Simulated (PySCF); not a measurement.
**[Nd(SH)4]− at several levels of theory**

Computed with PySCF 2.14.0 (density fitting, no spin-orbit coupling) at the geometry relaxed with r2SCAN:

```xyz
9
[Nd(SH)4]− (singlet in the valence; each metal's 4f electrons, 3 of them, lie in its core potential, out of spins and levels)
Nd    0.0000    0.0000    0.0000
S     1.6977    1.5032    1.5125
H     2.6923    0.9922    0.7451
S    -1.6977   -1.5032    1.5125
H    -2.6923   -0.9922    0.7451
S     1.5031   -1.6978   -1.5124
H     0.9917   -2.6923   -0.7451
S    -1.5031    1.6978   -1.5124
H    -0.9917    2.6923   -0.7451
```

```tsv
level	basis	state	HOMO (eV)	gap (eV)	charge on Nd1 (e)	population of f-type functions on Nd1 (polarisation alone where 4f lies in the core)	dipole about the centre of mass (D)	largest force component (eV/Å)
r2SCAN	Nd lcecp-1-SVP with ECP49, S def2-SVP, H def2-SVP	singlet	-2.17	4.77	0.60	0.04	0.00	0.01
BLYP	the same	singlet	-1.55	3.92	0.36	0.04	0.00	0.29
r2SCAN	Nd lcecp-1-TZVP with ECP49, S def2-TZVP, H def2-TZVP	singlet	-2.43	4.79	1.23	0.05	0.00	0.15
```

In the lcecp rows the 4f levels are missing from HOMO and gap, and the state counts the valence alone.

Charges are Mulliken's, which hang on the basis. The relaxation used the grid (50, 194), these runs (75, 302) or, all-electron (x2c bases, spin-free X2C Hamiltonian), (99, 590).

Task: A further run in the first row's basis gives HOMO (eV) -5.41, gap (eV) 9.77, charge on Nd1 (e) 0.61, population of f-type functions on Nd1 (polarisation alone where 4f lies in the core) 0.05, dipole about the centre of mass (D) 0.00, largest force component (eV/Å) 0.11. Which level was it?
A. HF
B. CAM-B3LYP
C. wB97X

Result: C. The others give HOMO -5.83 eV (HF); -4.28 eV (CAM-B3LYP).

In the first row's basis the gap widens with exact exchange: 3.9 to 4.8 eV for BLYP, r2SCAN (none); 7.8 to 10.5 eV for CAM-B3LYP, wB97X, Hartree–Fock (rising or full at long range).

No frequency check is given that shows the relaxed geometry to be a minimum. An lcecp potential fixes the number of 4f electrons, so in runs with it no electron can move into or out of that shell.
